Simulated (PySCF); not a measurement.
## Co+: excitation energy

Co+ [Ar] 3d8 (3F) → Co+ [Ar] 3d7 4p1 (high-spin determinant), as a difference of total energies. All numbers are calculated (PySCF 2.14, the spin-free X2C one-electron Hamiltonian (Gaussian nucleus), in x2c-TZVPPall (6s5p4d2f1g, 64 functions)). Correlated levels: valence: [Ar] frozen; valence and next inner shell: [Ne] frozen. The calculations carry no spin-orbit coupling.

| method | excitation energy (eV) |
| --- | --- |
| UHF | 3.514 |
| LDA | 6.203 |
| PBE | 5.873 |
| PBE0 | 5.476 |
| r2SCAN | 5.516 |
| CAM-B3LYP | 5.789 |
| r2SCAN0 | 5.249 |
| BLYP | 5.970 |
| MP2 (valence) | 5.757 |
| SCS-MP2 (valence) | 5.792 |
| MP2 (valence and next inner shell) | 6.325 |
| SCS-MP2 (valence and next inner shell) | 6.162 |

Q: How much does correlation contribute at MP2 (valence and next inner shell)?

A: 6.325 − (3.514) = 2.811 eV, measured against UHF.

A first-order spin-orbit estimate (lowest level to lowest level, LS coupling) adds 0.014 eV.

The basis was made for the ground configuration and has no added diffuse functions, so the excitation energy can come out too high.

The determinant of the upper state mixes LS terms, which raises its energy above the lowest term, most at the Hartree-Fock and MP2 levels.
